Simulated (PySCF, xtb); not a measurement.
B₂Cl₃, SMILES Cl[B]B(Cl)Cl (connectivity only; charge and spin as stated), charge +1, multiplicity 1.

GFN2-xTB (xtb) at its own geometry gives an orbital gap of 2.04 eV.

The structure is a stationary point at PBE-D3(BJ)/def2-SVP. The multiplicity is an assumed one; other spin states were not compared. The isomer is the one that the SMILES or the coordinates give; other isomers of the formula were not compared. The values are those of a single conformer.

Problem. What does r2SCAN/def2-TZVP in PySCF give? (An estimate is asked for; the answer gives what the named calculation found.)

Solution. gap 3.22 eV (levels -13.32 and -10.09 eV).
